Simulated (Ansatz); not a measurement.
`C#[C][Ge]([F])([F])[Cl]` + H–F → `C#[C][Ge]([F])([F])[F]` + HCl at 400 K and 1 bar (ligand exchange at a Ge–Cl bond).

Isolated molecules relaxed with PBE0-D4/def2-TZVP in Ansatz; ΔE leaves out vibrations. CCSD(T)/CBS adds triple-zeta CCSD(T) − MP2 to the extrapolated MP2 energy (def2 sets, frozen cores). This one scheme is used for every species. For Ge outer-core shells are correlated without core-valence functions, which leaves a few kJ/mol of doubt a bond. Scalar relativity is left out up to krypton.

| species | CCSD(T)/CBS energy (Eh) | H − E (kJ/mol) | S (J/(mol·K)) |
| --- | --- | --- | --- |
| `C#[C][Ge]([F])([F])[Cl]` | -2812.23968 | 100.7 | 399.8 |
| H–F | -100.39570 | 36.5 | 182.2 |
| `C#[C][Ge]([F])([F])[F]` | -2452.25077 | 102.2 | 378.2 |
| HCl | -460.38127 | 29.6 | 195.4 |

H − E and S are ideal-gas, rigid-rotor, harmonic terms from PBE0-D4/def2-TZVP. 1 Eh = 2625.50 kJ/mol, R = 8.31446 J/(mol·K).

Question: By hand: ΔE, ΔH, ΔS and ΔG.

Answer: ΔE = (-2452.25077) + (-460.38127) − (-2812.23968) − (-100.39570) = 0.00334 Eh = 8.8 kJ/mol. Δ(H − E) = 102.2 + 29.6 − 100.7 − 36.5 = -5.4, so ΔH = 3.4 kJ/mol. ΔS = 378.2 + 195.4 − 399.8 − 182.2 = -8.4 J/(mol·K). ΔG = 3.4 − 400 × (-8.4)/1000 = 6.8 kJ/mol.

Question: By hand: the equilibrium constant, and the temperature at which ΔG would vanish if ΔH and ΔS stayed fixed.

Answer: log₁₀ K = −ΔG/(RT ln 10) = -0.9. ΔH and −TΔS have one sign here, so there is no such temperature. One of them is within its doubt of zero, so this could turn.

TΔS isn't small against ΔH here. A doubt of 5 kJ/mol in ΔE shifts log₁₀ K by 0.7 here. These are equilibria of isolated gas molecules and say nothing of rates. Largest T1 diagnostic: 0.013 (customary marks: 0.02 for closed shells, 0.045 for open ones).
